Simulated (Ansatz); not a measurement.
Mulliken charges of ClF₂H₂NSi, SMILES `N[Si](F)(F)Cl` from B3LYP/def2-TZVPP in Ansatz (PBE0-D4/def2-TZVP geometry).

| atom | x (Å) | y (Å) | z (Å) | charge (e) |
| --- | --- | --- | --- | --- |
| N1 | -0.690 | 0.536 | 0.628 | -0.370 |
| Si2 | 0.375 | -0.423 | -0.243 | 0.885 |
| F3 | 1.620 | -0.751 | 0.667 | -0.295 |
| F4 | -0.358 | -1.761 | -0.642 | -0.295 |
| Cl5 | 1.114 | 0.361 | -1.964 | -0.228 |
| H6 | -1.642 | 0.661 | 0.328 | 0.151 |
| H7 | -0.359 | 1.310 | 1.181 | 0.151 |

**Question.** By hand: the dipole of these point charges (1 e Å = 4.8032 D).

**Answer.** Σ q r = (-0.341, 0.384, 0.221) e Å, of length 0.559 e Å = 2.68 D.

**Question.** How does the dipole of the full density compare? (Estimate.)

**Answer.** Ansatz gave: (-0.332, 0.436, 0.166) e Å, 2.75 D; the point charges give 0.97 times that, at 8° from its direction.

Point charges leave out the atoms' own dipoles, such as those of lone pairs, and Mulliken's split depends on the basis, so the close match here is no proof of good charges.

B3LYP here is the variant with VWN-RPA as its local correlation; programs differ in this.
